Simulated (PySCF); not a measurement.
C₂H₆Ga, SMILES [CH3][Ga+][CH3], charge +1. Atoms are numbered in the order given.

```xyz
9

Ga     0.0000     0.0000     0.0000
C      0.0000     0.0000    -1.9038
H      0.9083     0.5042    -2.2713
H     -0.8908     0.5345    -2.2713
H     -0.0175    -1.0387    -2.2713
C      0.0000     0.0000     1.9038
H      0.9083    -0.5042     2.2713
H     -0.8908    -0.5345     2.2713
H     -0.0175     1.0387     2.2713
```
Charge +1, spin multiplicity 1.

Coordinates come from a r2SCAN-D4/def2-SVP optimisation. A frequency run showed that this geometry is not a minimum. The spin state was assumed, not searched. The isomer is the one that the SMILES or the coordinates give; other isomers of the formula were not compared.

Two levels are set side by side: PBE/pcSseg-1 (PySCF) and KT2/pcSseg-1 (PySCF). GIAO shifts against TMS (¹H), TMS (¹³C) at the same level; non-relativistic, no solvent, atoms listed together averaged. Differences are taken from unrounded values.

```
quantity                                KT2
-------------------------------------  ----
δ(¹³C) of C2, C6 (ppm)                 16.0
δ(¹H) of H3, H4, H5, H7, H8, H9 (ppm)  2.37
```

**Question.** What does PBE give, and how far is it from KT2? (An estimate is asked for; the answer gives what the named calculation found.)

**Answer.** 
```tsv
quantity	PBE	PBE minus KT2
δ(¹³C) of C2, C6 (ppm)	16.0	0.0
δ(¹H) of H3, H4, H5, H7, H8, H9 (ppm)	2.36	0.00
```

On these quantities the two levels nearly agree.

Rough cost on one machine, each run with all the roots and properties that it gave: KT2 against PBE within a factor of 2.
